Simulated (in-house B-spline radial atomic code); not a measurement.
Binding energies in Lu XXXVII (Lu36+)

NIST's tabulated ground configuration is [Ar] 3d10 4s2 4p5; each binding energy is the energy of the ion with one electron taken from that subshell, relaxed, less that of the parent. Computed with a B-spline radial code for spherical atoms: Dirac-Hartree-Fock, average of configuration, Fermi nucleus of rms radius 5.37 fm. Energies include first-order Breit, QED and recoil terms.

```json
{"subshell": "1s", "X-ray name": "K", "binding energy (eV)": "64889.6", "-ε (eV)": "65251.5", "relaxation (eV)": "56.4"}
{"subshell": "3s", "X-ray name": "M1", "binding energy (eV)": "4014.1", "-ε (eV)": "4027.1", "relaxation (eV)": "5.0"}
{"subshell": "3d3/2", "X-ray name": "M4", "binding energy (eV)": "3162.9", "-ε (eV)": "3172.6", "relaxation (eV)": "6.6"}
{"subshell": "3d5/2", "X-ray name": "M5", "binding energy (eV)": "3109.9", "-ε (eV)": "3118.3", "relaxation (eV)": "6.3"}
{"subshell": "4s", "X-ray name": "N1", "binding energy (eV)": "1819.2", "-ε (eV)": "1822.2", "relaxation (eV)": "0.6"}
{"subshell": "4p", "X-ray name": "N2,3", "binding energy (eV)": "1668", "-ε (eV)": "1670.2", "relaxation (eV)": "0.6"}
```

Relaxation = -ε minus the binding energy without Breit, QED and recoil terms.

Question: What does it cost to remove two 1s electrons?

Answer: 131140 eV, which is 1361 eV more than the two single binding energies together.
